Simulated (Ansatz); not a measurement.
Complex (SMILES): F (HF) with C[SiH3] (CH3-SiH3), atoms 1 to 2 the first; geometry from B3LYP-D3(BJ)/def2-TZVP, monomers rigid:
```xyz
10

F     -0.8072     1.2098    -1.0332
H     -0.8337     1.4847    -0.1466
C     -0.8969     2.1476     1.9988
Si    -0.9462     2.6964     3.7994
H     -1.4172     2.8789     1.3758
H      0.1409     2.0657     1.6668
H     -1.3852     1.1755     1.8964
H     -0.2415     1.7083     4.6485
H     -0.2858     4.0143     3.9445
H     -2.3510     2.8086     4.2554
```

The counterpoise-corrected interaction energy at CCSD(T) with Ansatz (a program for electronic structure), in kcal/mol, split into its Hartree-Fock and correlation parts. Cores are frozen. No added dispersion term, no relativity. Functions are those of the species that has most. These sets lack the diffuse functions that weak bonds need.

```json
[
 {"basis": "cc-pV(D+d)Z", "X": "2", "functions": "86", "Hartree-Fock": "0.15", "CCSD(T)": "-0.36"},
 {"basis": "cc-pV(T+d)Z", "X": "3", "functions": "197", "Hartree-Fock": "-0.23", "CCSD(T)": "-1.42"},
 {"basis": "cc-pV(Q+d)Z", "X": "4", "functions": "384", "Hartree-Fock": "-0.37", "CCSD(T)": "-1.84"},
 {"basis": "cc-pV(5+d)Z", "X": "5", "functions": "667", "Hartree-Fock": "-0.41", "CCSD(T)": "-2.00"}
]
```

Worked estimate of the basis-set limit from each neighbouring pair, with Hartree-Fock from the larger set and the correlation part extrapolated as X^-3.
Correlation parts: X = 2: -0.51, X = 3: -1.19, X = 4: -1.47, X = 5: -1.59.
- (2,3): (27·(-1.19) - 8·(-0.51))/19 = -1.48; with Hartree-Fock -0.23 the estimate is -1.71 kcal/mol.
- (3,4): (64·(-1.47) - 27·(-1.19))/37 = -1.67; with Hartree-Fock -0.37 the estimate is -2.04 kcal/mol.
- (4,5): (125·(-1.59) - 64·(-1.47))/61 = -1.72; with Hartree-Fock -0.41 the estimate is -2.13 kcal/mol.
The last two estimates differ by 0.08 kcal/mol; the largest set lies 0.13 from the last. Over the last step Hartree-Fock moves by -0.04 and the correlation part by -0.12.
